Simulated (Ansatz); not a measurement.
Abridged output of a molecular run in Ansatz:

```
Functional definition: HF
1365 factors; integrals over basis functions are off by at most 5.9e-4 eV
mean field evaluation 1: about -48448.0128 eV, gradient 5.0e1 eV
mean field evaluation 2: about -48448.4272 eV, gradient 5.1e1 eV
mean field evaluation 4: about -48454.6872 eV, gradient 4.5e0 eV
mean field evaluation 8: about -48454.7845 eV, gradient 6.6e-1 eV
mean field evaluation 16: about -48454.7882 eV, gradient 1.7e-6 eV
mean field -48454.78815803 eV, -1780.6806209725 hartree, gradient 1.7e-6 eV, S^2 0.000000; 1 other end points of the search recorded, 0 dependent functions left out; unrestricted orbitals would lower it
20 core orbitals not correlated: weight in the atoms' cores, before any rotation towards them, 1.000 or more for the frozen orbitals, at most 0.000 for the correlated occupied ones
reference -48454.78815803 eV, -1780.6806209725 hartree; 20, 20 occupied and 184, 184 virtual orbitals, 1365 factors
second order -34.21030814 eV of doubles, -0.00000000 eV of singles
cycle   1  -31.09881476 eV  change     3.1e0 eV  update   3.3e-1
cycle   2  -32.88029084 eV  change    -1.8e0 eV  update   2.4e-1
cycle   3  -33.28135460 eV  change   -4.0e-1 eV  update   4.4e-2
cycle   4  -33.30212951 eV  change   -2.1e-2 eV  update   2.2e-2
cycle   5  -33.28699745 eV  change    1.5e-2 eV  update   6.3e-3
cycle   6  -33.28543369 eV  change    1.6e-3 eV  update   2.9e-3
cycle   7  -33.28506515 eV  change    3.7e-4 eV  update   1.3e-3
cycle   8  -33.28429932 eV  change    7.7e-4 eV  update   4.6e-4
cycle   9  -33.28474398 eV  change   -4.4e-4 eV  update   2.0e-4
cycle  10  -33.28498052 eV  change   -2.4e-4 eV  update   6.4e-5
cycle  11  -33.28486524 eV  change    1.2e-4 eV  update   4.2e-5
cycle  12  -33.28480451 eV  change    6.1e-5 eV  update   2.0e-5
cycle  13  -33.28485406 eV  change   -5.0e-5 eV  update   1.1e-5
perturbative correction -2.28217841 eV, -0.0838685095 hartree
Total energy: -48490.35519049 eV, -1781.9876853073 hartree
```

Its atoms:

Z-matrix (Å, degrees):
```
W
S 1 2.110
Cl 1 2.241 2 108.9
Cl 1 2.241 2 108.9 3 123.6
S 1 2.110 2 108.1 3 -118.2
```

**Question.** Which basis set was used?
A. def2-TZVPP
B. cc-pV(D+d)Z
C. def2-SVP
D. cc-pV(Q+d)Z

**Answer.** A. It gives 224 functions.

**Question.** Write the keys of the input that set method, charge and spin (a neutral closed shell needs none for the last two).

**Answer.** 
```yaml
correlation: {method: ccsd_t}
```
